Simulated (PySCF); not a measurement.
The scaffold HS-X carries different groups X. Gas-phase values, no solvent. One relaxed conformer stands for each flexible species; it need not be the lowest. Strings in code marks are SMILES.

Quantity: vertical ionisation energy (energy after one electron is removed minus that of the parent at the parent's geometry), in eV.

Case: `COS` (C–O–S–H torsion 81°). Geometry of `O(C)S` (neutral, multiplicity 1, Å):

```xyz
7

C     -0.7772    -0.0790    -0.0057
O      0.2675    -0.7276     0.7227
S      1.8075    -0.2981     0.2729
H     -1.7063    -0.5403     0.3282
H     -0.6552    -0.2224    -1.0815
H     -0.7992     0.9919     0.2158
H      1.9119     0.8574     0.9710
```

### Question
Give the vertical ionisation energy (energy after one electron is removed minus that of the parent at the parent's geometry) at the level PBE-D3(BJ)/def2-TZVP // B3LYP-D3(BJ)/def2-TZVP (PySCF).

### Answer
9.35 eV.
